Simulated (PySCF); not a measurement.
Molecule: SMILES [H]/N=C\C#CB(F)F, C$_{3}$H$_{2}$BF$_{2}$N.

Molfile (atoms numbered from 1):
```
C3H2BF2N
     RDKit          3D

  9  8  0  0  0  0  0  0  0  0999 V2000
    2.5388   -0.8139    0.5345 N   0  0  0  0  0  0  0  0  0  0  0  0
    1.6560    0.0492    0.8429 C   0  0  0  0  0  0  0  0  0  0  0  0
    0.3395    0.1413    0.2822 C   0  0  0  0  0  0  0  0  0  0  0  0
   -0.7786    0.2110   -0.2012 C   0  0  0  0  0  0  0  0  0  0  0  0
   -2.1788    0.3147   -0.7959 B   0  0  0  0  0  0  0  0  0  0  0  0
   -3.2049   -0.2648   -0.2149 F   0  0  0  0  0  0  0  0  0  0  0  0
   -2.3962    0.9900   -1.9018 F   0  0  0  0  0  0  0  0  0  0  0  0
    2.1798   -1.4497   -0.1869 H   0  0  0  0  0  0  0  0  0  0  0  0
    1.9002    0.8047    1.6077 H   0  0  0  0  0  0  0  0  0  0  0  0
  8  1  1  0
  1  2  2  0
  2  3  1  0
  3  4  3  0
  4  5  1  0
  5  6  1  0
  5  7  1  0
  2  9  1  0
M  END
```

Geometry PBE0-D3(BJ)/def2-SVP throughout; GIAO in PySCF 2.14, gas phase, one conformer, non-relativistic; equivalent atoms averaged; basis pcSseg-2.

For orientation, PBE0 gives these absolute shieldings σ: N1 -135.0, C2 21.8, C3 77.1, C4 90.6, B5 82.8, F6/F7 246.7, H8 19.87, H9 23.30 ppm.

A run gave: N1 -116.7, C2 24.3, C3 75.7, C4 90.7, B5 82.2, F6/F7 242.5, H8 20.30, H9 23.47 ppm (absolute shieldings σ).

Question: Which functional was used in that run?
A. HF
B. CAM-B3LYP
C. BHandHLYP
D. BLYP
E. B97-D

Answer: E. N1 tells them apart best: B97-D gives -116.7, CAM-B3LYP gives -139.5, HF gives -133.7, BLYP gives -133.9, BHandHLYP gives -140.1 ppm.
